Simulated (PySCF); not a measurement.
# Reading the logs of faulty runs: ClGeH3NSi

These are calculations, not measurements. They come from PySCF 2.14.0, an open-source quantum chemistry program, on an isolated molecule that a program drew, which may never have been made. The molecule is ClGeH3NSi (charge 0, doublet), drawn as the SMILES string `N=[Si](Cl)[GeH2]`.

Each row is a Hartree-Fock (HF) and frozen-core CCSD(T) single point in the cc-pV(D+d)Z basis, meant for a local HF minimum. Run 1 is clean. Each other run has one planted mistake out of seven kinds, and not every kind appears here: one electron removed, one electron added, multiplicity raised by two, geometry at a saddle point, minimal basis STO-3G, one bond length entered in bohr, all coordinates scaled. The reference is restricted for singlets and unrestricted otherwise, and also for a bond in bohr. Adding or removing an electron swaps singlet and doublet. Electrons count all cores. HOMO and LUMO are orbital energies over both spins, the gradient is its largest component, and the lowest frequency (negative if imaginary) is given only where the gradient is small. Bond lengths are over the 6 bonds as drawn. T1 is the CCSD diagnostic: over 0.02 (restricted) or 0.045 (unrestricted) a single reference is doubtful. Germanium has the cc-pVDZ-PP basis, with a core potential (ECP10MDF) in place of its 10 inner electrons, and its 3s, 3p and 3d shells are frozen in CCSD(T).

Geometry of the clean run:
```xyz
7
ClGeH3NSi, angstrom
N    -0.9305   -1.6489    2.4682
Si   -0.7728   -1.2213    0.9653
Cl   -2.2718   -1.0530   -0.4428
Ge    1.2825   -0.4170    0.1636
H    -1.7660   -1.9650    2.9252
H     2.4759   -0.9760    0.9296
H     1.4389   -0.5398   -1.3502
```

```
run  electrons  basis functions  <S^2>  HOMO (eV)  LUMO (eV)  gradient (hartree/bohr)  lowest frequency (cm^-1)  mean bond (Å)  longest bond (Å)      T1  HF (hartree)  CCSD(T) (hartree)                          mistake
  1         73               98  0.824      -9.22       0.05                  2.1e-05                       111         1.6727             2.348  0.0236   -1098.01367        -1098.54847                         no fault
  2         73               98  1.692      -8.76      -0.41                  7.8e-03                         -         1.8988             2.880  0.0400   -1097.91755        -1098.43828  one bond length entered in bohr
  3         73               98  0.847      -8.58       0.20                  3.4e-05                      -408         1.6601             2.306  0.0249   -1098.00558        -1098.54188       geometry at a saddle point
  4         73               98  3.783      -5.78      -0.32                  1.5e-01                         -         1.6727             2.348  0.0163   -1097.90548        -1098.39233       multiplicity raised by two
  5         73               98  1.234      -8.76      -0.08                  5.0e-02                         -         1.8350             2.576  0.0599   -1097.96536        -1098.51139                                ?
```

**Which mistake was planted in run 5, and what did it cost?**

The mean and the longest bond both change by the same factor, 1.097, and the gradient is no longer small. So the mistake is: all coordinates scaled. Subtracting run 1 and multiplying by 627.51 kcal/mol a hartree, the energy moved by 30.3 kcal/mol in HF and 23.3 kcal/mol in CCSD(T).

Cautions from the logs. Run 5: T1 is over the limit, so its CCSD(T) energy is less reliable.
